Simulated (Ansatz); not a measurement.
`FBN([SiH3])[SiH3]` + H₂ → `BF` + `[SiH3]N[SiH3]` at 400 K and 1 bar (hydrogenolysis of a B–N bond).

Isolated molecules relaxed with PBE0-D4/def2-TZVP in Ansatz; ΔE leaves out vibrations. CCSD(T)/CBS is the MP2 limit (def2-TZVPP, def2-QZVPP) plus CCSD(T) − MP2 in def2-TZVPP, frozen cores. This one scheme is used for every species. One conformer a species, not always the lowest.

```tsv
species	CCSD(T)/CBS energy (Eh)	H − E (kJ/mol)	S (J/(mol·K))
`FBN([SiH3])[SiH3]`	-761.79139	229.7	403.7
H₂	-1.17544	38.0	139.0
`BF`	-125.82039	73.4	234.2
`[SiH3]N[SiH3]`	-637.10515	203.4	366.7
```

H − E and S are ideal-gas, rigid-rotor, harmonic terms from PBE0-D4/def2-TZVP, for one conformer and one mirror image of each species. The MP2-based limit puts H₂ 0.8 mEh under its directly extrapolated value; such offsets cancel only in part. 1 Eh = 2625.50 kJ/mol, R = 8.31446 J/(mol·K).

Task: By hand: ΔE, ΔH, ΔS and ΔG.

Result: ΔE = (-125.82039) + (-637.10515) − (-761.79139) − (-1.17544) = 0.04129 Eh = 108.4 kJ/mol. Δ(H − E) = 73.4 + 203.4 − 229.7 − 38.0 = 9.1, so ΔH = 117.5 kJ/mol. ΔS = 234.2 + 366.7 − 403.7 − 139.0 = 58.2 J/(mol·K). ΔG = 117.5 − 400 × (58.2)/1000 = 94.2 kJ/mol.

Task: By hand: the equilibrium constant, and the temperature at which ΔG would vanish if ΔH and ΔS stayed fixed.

Result: log₁₀ K = −ΔG/(RT ln 10) = -12.3. ΔG = 0 at ΔH/ΔS = 2019 K.

ΔH outweighs TΔS. A doubt of 5 kJ/mol in ΔE shifts log₁₀ K by 0.7 here. Other conformers and mirror images would add mixing entropy, several J/(mol·K) or more a flexible species. Modes under 60 cm⁻¹, often nearly free rotors, make the harmonic entropy too high. These are equilibria of isolated gas molecules and say nothing of rates. Largest T1 diagnostic: 0.013 (customary marks: 0.02 for closed shells, 0.045 for open ones).
